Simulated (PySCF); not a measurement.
A side-by-side comparison of computed properties.

First species: C3H12ClFSi3.
SMILES with atom numbers: `[F:1][CH2:2][Si:3]([SiH3:4])([SiH3:5])[CH2:6][CH2:7][Cl:8]` (hydrogens: H9, H10 on C2; H11, H12, H13 on Si4; H14, H15, H16 on Si5; H17, H18 on C6; H19, H20 on C7)

Second species: C2H5N3OSi2.
SMILES: `N#C[Si@@H]1N[SiH2]N1C=O`

Levels: PBE0/pcSseg-1 for dipole moment, HOMO energy, LUMO energy and HOMO–LUMO gap; GFN2-xTB for rotational constant A and rotational constant C. Geometries: GFN2-xTB. Each species is one conformer at its optimised geometry, gas phase, non-relativistic unless stated; the electronic structure was computed with PySCF and density fitting.

Dipoles, sizes and rotational constants follow the conformer. The torsions of the flexible species, by atom-mapped SMILES:
- `[F:1][CH2:2][Si:3]([SiH3:4])([SiH3:5])[CH2:6][CH2:7][Cl:8]`: F1–C2–Si3–Si4 -78°, C2–Si3–C6–C7 85°, Si3–C6–C7–Cl8 -59°
- `[N:1]#[C:2][Si@@H:3]1[NH:4][SiH2:5][N:6]1[CH:7]=[O:8]`: Si5–N6–C7–O8 0°

Values for the first species:

| Property | Result |
| --- | --- |
| Dipole moment | 2.85 D |
| HOMO energy | -8.19 eV |
| LUMO energy | -0.68 eV |
| HOMO–LUMO gap | 7.51 eV |
| Rotational constant A | 1.114 GHz |
| Rotational constant C | 0.585 GHz |

(1) Estimate the same properties for the second species, and the change in each.

## Answers

(1) 
| property | first | second | second less first |
| --- | --- | --- | --- |
| dipole moment | 2.85 D | 4.43 D | +1.58 D |
| HOMO energy | -8.19 eV | -7.84 eV | +0.35 eV |
| LUMO energy | -0.68 eV | -1.71 eV | -1.03 eV |
| HOMO–LUMO gap | 7.51 eV | 6.13 eV | -1.38 eV |
| rotational constant A | 1.114 GHz | 2.214 GHz | +1.100 GHz |
| rotational constant C | 0.585 GHz | 0.842 GHz | +0.257 GHz |

On the first: The dipole matches unit charges of opposite sign 0.59 Å apart (1 e·Å = 4.8032 D).

On the second: The dipole matches unit charges of opposite sign 0.92 Å apart (1 e·Å = 4.8032 D).
